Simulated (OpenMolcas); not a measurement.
# neutral carbon: effect of the IPEA shift

```yaml
Program: OpenMolcas 26.06
Basis: ANO-RCC-VTZP [4s3p2d1f]
Scalar_Hamiltonian: DKH2, point nucleus
Active_space: 2 electrons in 3 orbitals (2p)
State_averaging: 2S+1 = 3 even, 3 roots; 2S+1 = 1 even, 6 roots
Spin-orbit_coupling: RASSI with atomic mean-field integrals over the reference wave functions, term energies averaged over their components
```

Methods on the same reference wave functions:
A. CASSCF
B. SS-CASPT2, IPEA 0 Eh, imaginary shift 0.1 Eh (closed shells correlated: 1s 2s)
C. SS-CASPT2, IPEA 0.25 Eh, imaginary shift 0.1 Eh (closed shells correlated: 1s 2s)

Energies in cm-1 above 2s2 2p2 3P0, the measured ground level; measured values from NIST Handbook of Basic Atomic Spectroscopic Data.

| Level | A | B | C | Measured |
| --- | --- | --- | --- | --- |
| 2s2 2p2 3P0 | 0.0 | 0.0 | 0.0 | 0.0 |
| 2s2 2p2 3P1 | 15.8 | 15.8 | 15.8 | 16.4 |
| 2s2 2p2 3P2 | 47.2 | 47.2 | 47.2 | 43.4 |
| 2s2 2p2 1D2 | 12660 | 10620 | 10270 | 10193 |
| 2s2 2p2 1S0 | 31107 | 23430 | 23400 | 21648 |

Deviations, from unrounded energies. A percentage is the sum of absolute deviations over the sum of measured energies, with the sign that they share, or ± where signs differ.

```csv
Against measurement,Levels,A,B,C
mean absolute deviation (cm-1),4,3000,550,460
fine structure of the ground term (%),2,±7.4,±7.4,±7.4
other terms of the ground configuration (%),2,+37.5,+6.9,+5.7
```

C lies closest to measurement on these levels and A furthest from it. The largest miss of C in the table is 2s2 2p2 1S0, by +1700 cm-1. The ranking rests on the paired levels alone, and a cruder setting can come out closer through cancelling errors.

Between B and C the level of the table that moves most is 2s2 2p2 1D2, by 360 cm-1 (lowest in C, highest in B). Moves below CASPT2's spread within the term are not significant.

From A to B the spin-free energies of the other terms of 2s2 2p2 shown, above 3P, scale by factors of 0.75 to 0.84.

The lowest spin-free term lies below A's lowest term by 0.087 hartree in B, 0.081 hartree in C.

Term energies are means over components that CASPT2 splits; among the terms shown or strongly mixed into the levels shown the widest spread is 82 cm-1 (2s2 2p2 1D, C). With the s shell closed, the reference lacks s² → p² mixing. Without dynamic correlation excited terms often stand tens of per cent too high (terms of higher spin than the ground term too low), and those without a measured partner can miss by more than the paired ones (holds for A). Measured partners are found by configuration, term and J. A level has none where our copy of the source lacks it or the pairing is in doubt (some pairs that miss far off the trend of their configuration count as doubtful), and it then counts in no deviation. Only configurations of the active space appear.
